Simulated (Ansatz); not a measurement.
Steps of a relaxation of GaH$_{4}$NSe (`[NH2][GaH][SeH]`) with RKS PBE0-D4/def2-TZVP.

```sh
$ ansatz run in.yaml --threads 2 --pin off --events-out ev --progress --plain --max-ram 4352MiB
```

```yaml
crystal:
  periodic: [false, false, false]
  atoms:
    - {symbol: N, position_ang: [-1.103680, 0.483190, -0.894590]}
    - {symbol: Ga, position_ang: [0.090920, 0.151750, 0.425840]}
    - {symbol: Se, position_ang: [1.724190, -1.447000, 0.042830]}
    - {symbol: H, position_ang: [-1.110270, 0.012350, -1.792590]}
    - {symbol: H, position_ang: [-1.868110, 1.145800, -0.869220]}
    - {symbol: H, position_ang: [-0.048330, 0.968440, 1.734050]}
    - {symbol: H, position_ang: [2.315270, -1.314520, 1.353680]}
basis:
  gaussian: {orbitals: def2-TZVP}
hamiltonian: {xc: pbe0, dispersion: d4}
relax: {f_tol: 0.005, max_steps: 150}
```

Positions (Å) and forces (eV/Å) along the path, 6 of 6 steps:

```xyz
7
step=1 energy=-119268.7647 eV
N    -1.104    0.483   -0.895   -0.260   -0.151   -0.703
Ga    0.091    0.152    0.426   -0.234    0.238    0.054
Se    1.724   -1.447    0.043   -0.157   -0.185   -0.627
H    -1.110    0.012   -1.793    0.130    0.058    0.325
H    -1.868    1.146   -0.869    0.298   -0.096    0.289
H    -0.048    0.968    1.734    0.066    0.014    0.156
H     2.315   -1.315    1.354    0.157    0.122    0.506
7
step=2 energy=-119268.7864 eV
N    -1.080    0.463   -0.897   -0.206    0.032   -0.267
Ga    0.082    0.176    0.461   -0.126    0.044   -0.135
Se    1.682   -1.444   -0.019   -0.039    0.046    0.039
H    -1.069   -0.029   -1.778    0.108   -0.002    0.157
H    -1.837    1.128   -0.881    0.092   -0.009    0.140
H    -0.025    0.971    1.795    0.046   -0.049   -0.017
H     2.246   -1.265    1.319    0.125   -0.063    0.082
7
step=3 energy=-119268.7945 eV
N    -1.094    0.469   -0.906   -0.107   -0.004   -0.179
Ga    0.073    0.177    0.446   -0.055    0.030   -0.037
Se    1.689   -1.441    0.002    0.002    0.008    0.034
H    -1.080   -0.018   -1.787    0.077   -0.018    0.085
H    -1.849    1.134   -0.879    0.062    0.009    0.118
H    -0.016    0.961    1.786    0.010   -0.015   -0.008
H     2.277   -1.283    1.338    0.010   -0.009   -0.013
7
step=4 energy=-119268.7960 eV
N    -1.098    0.470   -0.910   -0.046   -0.001   -0.077
Ga    0.069    0.178    0.442   -0.008    0.008   -0.001
Se    1.689   -1.439    0.007    0.012   -0.002    0.029
H    -1.080   -0.018   -1.790    0.038   -0.020    0.022
H    -1.850    1.136   -0.875    0.024    0.014    0.065
H    -0.014    0.958    1.784   -0.005   -0.002   -0.006
H     2.283   -1.286    1.342   -0.016    0.004   -0.032
7
step=5 energy=-119268.7965 eV
N    -1.098    0.469   -0.912   -0.009   -0.001   -0.018
Ga    0.068    0.178    0.440    0.011   -0.003    0.009
Se    1.688   -1.440    0.008    0.004   -0.005    0.008
H    -1.078   -0.019   -1.790    0.003   -0.003   -0.004
H    -1.847    1.138   -0.868    0.004    0.005    0.015
H    -0.016    0.958    1.781   -0.005    0.002    0.000
H     2.283   -1.284    1.341   -0.008    0.006   -0.011
7
step=6 energy=-119268.7966 eV
N    -1.098    0.469   -0.912    0.002   -0.004   -0.004
Ga    0.068    0.176    0.439    0.005   -0.001    0.004
Se    1.688   -1.442    0.009    0.000   -0.005    0.001
H    -1.078   -0.018   -1.791   -0.005    0.004   -0.003
H    -1.846    1.139   -0.865   -0.001    0.001    0.001
H    -0.017    0.958    1.780   -0.002    0.000    0.002
H     2.283   -1.282    1.341    0.000    0.004    0.000
```

It took 25 s on 2 threads of an Arm Neoverse V2 on a shared host, with 0.39 GiB of host memory at the peak.
